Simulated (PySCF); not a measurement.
C₂H₁₁FSi₃, SMILES F[SiH2][SiH2]CC[SiH3]. Atoms are numbered in the order given.

```xyz
17

F      2.5312     1.8233    -0.1168
Si     2.6763     0.2040     0.0684
Si     0.5247    -0.6487     0.4278
C     -0.6026    -0.0638    -0.9778
C     -2.0318    -0.6183    -0.9861
Si    -3.1238    -0.1472     0.4851
H      3.6111    -0.0495     1.2048
H      3.2828    -0.3395    -1.1851
H      0.0312    -0.1734     1.7583
H      0.5938    -2.1459     0.4680
H     -0.6085     1.0399    -0.9373
H     -0.0899    -0.3202    -1.9221
H     -2.0207    -1.7205    -1.0516
H     -2.5616    -0.2738    -1.8920
H     -3.0728     1.3307     0.7140
H     -2.6850    -0.8331     1.7389
H     -4.5365    -0.5455     0.2005
```
Charge 0, spin multiplicity 1.

The structure is a stationary point at PBE0-D3(BJ)/def2-SVP. This is a generated structure with no PubChem entry under its InChIKey; it may be hypothetical. Other conformers were not sampled.

Two levels are set side by side: PBE/pcSseg-1 (PySCF) and KT2/pcSseg-1 (PySCF). GIAO shifts against CFCl3 (¹⁹F), TMS (²⁹Si), TMS (¹H), TMS (¹³C) at the same level; non-relativistic, no solvent, atoms listed together averaged. Differences are taken from unrounded values.

```csv
quantity,KT2
δ(¹⁹F) of F1 (ppm),-301.6
δ(²⁹Si) of Si2 (ppm),15.3
δ(²⁹Si) of Si3 (ppm),-73.1
δ(¹³C) of C4 (ppm),10.0
δ(¹³C) of C5 (ppm),10.6
δ(²⁹Si) of Si6 (ppm),-68.2
"δ(¹H) of H7, H8 (ppm)",6.09
```

Task: What does PBE give, and how far is it from KT2? (Estimate from the structure and the level; the computed values follow.)

Result: 
```json
[
 {"quantity": "δ(¹⁹F) of F1 (ppm)", "PBE": "-293.2", "PBE minus KT2": "8.4"},
 {"quantity": "δ(²⁹Si) of Si2 (ppm)", "PBE": "14.7", "PBE minus KT2": "-0.6"},
 {"quantity": "δ(²⁹Si) of Si3 (ppm)", "PBE": "-73.9", "PBE minus KT2": "-0.8"},
 {"quantity": "δ(¹³C) of C4 (ppm)", "PBE": "9.5", "PBE minus KT2": "-0.4"},
 {"quantity": "δ(¹³C) of C5 (ppm)", "PBE": "10.1", "PBE minus KT2": "-0.5"},
 {"quantity": "δ(²⁹Si) of Si6 (ppm)", "PBE": "-68.8", "PBE minus KT2": "-0.6"},
 {"quantity": "δ(¹H) of H7, H8 (ppm)", "PBE": "6.14", "PBE minus KT2": "0.06"}
]
```

Rough cost on one machine, each run with all the roots and properties that it gave: KT2 against PBE within a factor of 2.
